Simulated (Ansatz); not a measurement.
C₃H₆BN, SMILES `CB1N=C1C`, relaxed with RKS PBE-D4/def2-SVP in Ansatz from a rough embedded geometry. The force threshold is 0.03 eV/Å; the program also tests the step.

The species carries charge 0 and has multiplicity 1.

Start:

```xyz
11

C     1.729    0.456    1.071
B     0.672   -0.417    0.376
N     0.226   -1.686   -0.055
C    -0.594   -0.676   -0.431
C    -1.788   -0.073   -1.009
H     2.491    0.851    0.311
H     1.217    1.399    1.466
H     2.209   -0.045    1.861
H    -1.533    0.948   -1.426
H    -2.575   -0.042   -0.288
H    -2.056   -0.716   -1.877
```

**Question.** How much energy does the relaxation release, and in how many steps? (Estimate.)

**Answer.** Ansatz gave: 18.86 kcal/mol, in 11 steps, 2 of them rejected.

**Question.** Which bonds change most? (An estimate is asked.)

**Answer.** The calculation gave: C1–H8 from 1.051 to 1.109 Å; B2–C4 from 1.523 to 1.468 Å; C5–H10 from 1.068 to 1.110 Å; B2–N3 from 1.413 to 1.449 Å.

**Question.** Give the relaxed structure. (Best estimate.)

**Answer.** Ansatz gave: 
```xyz
11

C     1.813    0.463    1.187
B     0.667   -0.166    0.347
N     0.242   -1.375   -0.330
C    -0.572   -0.336   -0.422
C    -1.877   -0.165   -1.101
H     2.593    0.831    0.484
H     1.494    1.331    1.797
H     2.305   -0.286    1.840
H    -1.833    0.696   -1.799
H    -2.656    0.088   -0.352
H    -2.175   -1.081   -1.651
```
